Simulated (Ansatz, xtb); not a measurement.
## Relative energy of two isomers of C5H9FO

Structure I is `CO[C@@H]1CC[C@H]1F`, a singlet and structure II is `COC1(F)CCC1`, a singlet. Both are isolated molecules in the gas phase, relaxed with B3LYP-D3(BJ)/def2-SVP; each stands in its lowest conformer found.

I (Å):

| atom | x (Å) | y (Å) | z (Å) |
| --- | --- | --- | --- |
| C | 1.1333 | -0.2142 | -2.0629 |
| C | -0.0712 | -0.2095 | -0.0558 |
| C | -0.6992 | -0.9829 | 1.1179 |
| C | -1.8895 | 0.0121 | 1.0751 |
| C | -1.4748 | 0.3413 | -0.3671 |
| F | -1.5709 | 1.6513 | -0.7790 |
| O | 0.5923 | -0.9767 | -1.0100 |
| H | 0.3572 | 0.3652 | -2.5985 |
| H | 1.8972 | 0.5012 | -1.6979 |
| H | 1.6082 | -0.9088 | -2.7702 |
| H | 0.5619 | 0.6267 | 0.3084 |
| H | -0.1176 | -1.0589 | 2.0464 |
| H | -0.9885 | -1.9912 | 0.7871 |
| H | -2.9044 | -0.3730 | 1.2450 |
| H | -1.7173 | 0.8844 | 1.7234 |
| H | -1.9823 | -0.2997 | -1.1085 |

II (Å):

```yaml
atoms:
  - { symbol: C, position_ang: [0.4789, -0.5794, -1.5837] }
  - { symbol: C, position_ang: [0.4865, 0.3753, 0.5646] }
  - { symbol: C, position_ang: [-0.2527, -0.6869, 1.4146] }
  - { symbol: C, position_ang: [-0.4521, 0.3998, 2.5072] }
  - { symbol: C, position_ang: [-0.0234, 1.4886, 1.4856] }
  - { symbol: F, position_ang: [1.8633, 0.2072, 0.7081] }
  - { symbol: O, position_ang: [0.1794, 0.5333, -0.7602] }
  - { symbol: H, position_ang: [0.1610, -0.3215, -2.6027] }
  - { symbol: H, position_ang: [1.5586, -0.8001, -1.5835] }
  - { symbol: H, position_ang: [-0.0675, -1.4839, -1.2577] }
  - { symbol: H, position_ang: [0.3355, -1.5759, 1.6814] }
  - { symbol: H, position_ang: [-1.1972, -0.9916, 0.9411] }
  - { symbol: H, position_ang: [0.2604, 0.2959, 3.3376] }
  - { symbol: H, position_ang: [-1.4658, 0.4922, 2.9209] }
  - { symbol: H, position_ang: [-0.8711, 2.0158, 1.0269] }
  - { symbol: H, position_ang: [0.7424, 2.2120, 1.7978] }
```

Problem. Estimate which is lower in electronic energy at CCSD(T)/def2-SVP + ΔMP2/def2-TZVPP, and by roughly how much.

Solution. The CCSD(T)/def2-SVP + ΔMP2/def2-TZVPP calculation puts structure II lower, by 7.1 kcal/mol.

How the difference moves with the method:

| level | geometry | E(II) − E(I) (kcal/mol) | departure from the last row (kcal/mol) | job, with rough time for the two |
| --- | --- | --- | --- | --- |
| GFN2-xTB | GFN2-xTB | −6.0 | +1.1 | optimisation, 0.23 s |
| HF/STO-3G | GFN2-xTB | −5.4 | +1.7 | single point, 0.6 s |
| r2SCAN-D4/def2-SVP | GFN2-xTB | −9.2 | −2.1 | single point, 9 s |
| B3LYP-D3(BJ)/def2-SVP | B3LYP-D3(BJ)/def2-SVP | −7.6 | −0.5 | optimisation, 2.6 min |
| HF/def2-SVP | B3LYP-D3(BJ)/def2-SVP | −7.6 | −0.5 | part of the CCSD(T) run |
| MP2/def2-SVP | B3LYP-D3(BJ)/def2-SVP | −7.9 | −0.8 | part of the CCSD(T) run |
| CCSD(T)/def2-SVP | B3LYP-D3(BJ)/def2-SVP | −7.8 | −0.7 | single point |
| CCSD(T)/def2-SVP + ΔMP2/def2-TZVPP | B3LYP-D3(BJ)/def2-SVP | −7.1 |  | single point, 3.2 min |

As drawn, both hold the same kinds of bond in the same numbers.

The levels shown agree on the order. The largest departure from CCSD(T)/def2-SVP + ΔMP2/def2-TZVPP is that of r2SCAN-D4/def2-SVP, 2.1 kcal/mol. The last row adds to CCSD(T) the change of the MP2 difference between the two basis sets, here +0.7 kcal/mol.

With thermal terms from frequencies at re-optimised GFN2-xTB minima (ideal gas, soft modes damped towards free rotors, one conformer each, 298.15 K, 1 atm): the zero-point term adds −0.2 kcal/mol; ΔH is −7.2 and ΔG −7.3 kcal/mol.

The correlated steps freeze 7 core orbitals. Mirror images aren't counted in ΔG. Codes used: Ansatz 0.2.0, xtb 6.7.1; the last row on 2 threads of Arm Neoverse V1 on a shared host.
